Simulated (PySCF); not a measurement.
# Spinor energies of Tl⁵⁰⁺ (thallium, charge +50)

Start: [Ar] 3d10 4s2 4p1; 4p1/2 filled at m_j = +1/2. Calculated with PySCF 2.14 in an uncontracted even-tempered set (16 s from 7.4 bohr⁻², ratio 2.8; 13 p from 9.6 bohr⁻², ratio 2.8; 8 d from 17 bohr⁻², ratio 2.8; 4 f from 40 bohr⁻², ratio 3): generalised Hartree-Fock with the X2C-1e Hamiltonian and a Gaussian nucleus; one run each with spin-orbit coupling (SO) switched off, then screened by Boettger's factors.

```
spinor shell  electrons  ε, spin-free (eV)  ε, screened SO (eV)  weight of nominal j (screened SO)  rms radius, screened SO (bohr)
       1s1/2          2           -88747.0             -88708.7                              1.000                          0.0184
       2s1/2          2           -18156.7             -18143.5                              1.000                          0.0741
       2p1/2          2           -16012.1             -17509.9                              1.000                          0.0627
       2p3/2          4           -16012.1             -15429.2                              1.000                          0.0709
       3s1/2          2            -6307.0              -6301.8                              1.000                           0.187
       3p1/2          2            -5674.4              -6025.4                              1.000                           0.178
       3p3/2          4            -5674.4              -5533.1                              1.000                           0.193
       3d3/2          4            -5037.5              -5097.8                              1.000                           0.168
       3d5/2          6            -5037.5              -4992.3                              1.000                           0.172
       4s1/2          2            -3014.5              -3012.9                              1.000                           0.389
       4p1/2          1            -2804.2              -2917.2                              1.000                           0.376
```

```csv
quantity,spin-free,screened SO
E (hartree),-18376.66165,-18414.26812
M_J,1/2,1/2
⟨J²⟩,1.114,0.751
⟨L²⟩,2.003,2.080
⟨S²⟩,0.751,0.828
```

Each row is a mean over spinors that exchange with the open shell spreads, by up to 8.018 eV (3p1/2).

Breit and QED terms are absent; they matter most for the inner s and p1/2 levels.

Densities and radii are taken from the X2C orbitals without a picture-change correction, which distorts them close to the nucleus.

Without spin-orbit coupling the j labels of p, d and f shells carry no meaning; the spin-free column gives the mean over the occupied spinors of each nl shell, and its ⟨J²⟩ belongs to a mixture of degenerate components.
